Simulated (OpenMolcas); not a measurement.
A calculation on Xe³⁺.

| Property | Result |
| --- | --- |
| Program | OpenMolcas |
| Method | CASSCF |
| Basis | ANO-RCC-VTZP [7s6p4d2f1g] |
| Scalar Hamiltonian | DKH2, point nucleus |
| Active space | 5 electrons in 4 orbitals (5s 5p) |
| State averaging | 2S+1 = 4 odd, 1 root; 2S+1 = 2 odd, 11 roots kept (CI in the orbitals of an earlier block); 2S+1 = 4 even, 3 roots; 2S+1 = 2 even, 9 roots kept (CI in the orbitals of an earlier block) |
| Spin-orbit coupling | state interaction with AMFI integrals over the reference wave functions, term energies averaged over their components |

(1) Which level of the active space comes out lowest?

(2) How high does 5s 5p4 4P 1/2 lie?

(3) How high does 5s 5p4 2D 3/2 lie?

(4) How high does 5p5 2P* 3/2 lie?

(5) The level at 36546 cm-1 has J = 3/2. What is it made of, and what is its g factor?

Measured values: Saloman, J. Phys. Chem. Ref. Data 33, 765 (2004).

## Answers

(1) 5s2 5p3 4S* 3/2, with 91 % of that term; it is also the measured ground level.

(2) 112660 cm-1 above the lowest level; measured 109254 cm-1 above the ground level, so the calculation is off by +3 %.

(3) 143598 cm-1 above the lowest level; measured 121929 cm-1 above the ground level, so the calculation is off by +18 %.

(4) 275555 cm-1 above the lowest level.

(5) 72 % 5s2 5p3 2P* 3/2, 24 % 5s2 5p3 2D*, 4 % 5s2 5p3 4S*; g = 1.231, against 1.334 from Landé's formula for the pure leading term.

Terms from blocks run as CI alone lack orbitals of their own. Terms of s pⁿ other than that of highest spin mix with s² pⁿ⁻² d, which this space lacks; all of them can be thousands of cm-1 off, and some have no real level of that name. Computed and measured levels are paired by configuration, term and J; levels that our copy of the source lacks, or whose pairing is in doubt (as where it misses far off the trend of its configuration), stay unpaired and out of the deviations. Only configurations of the active space appear.

* marks odd parity.
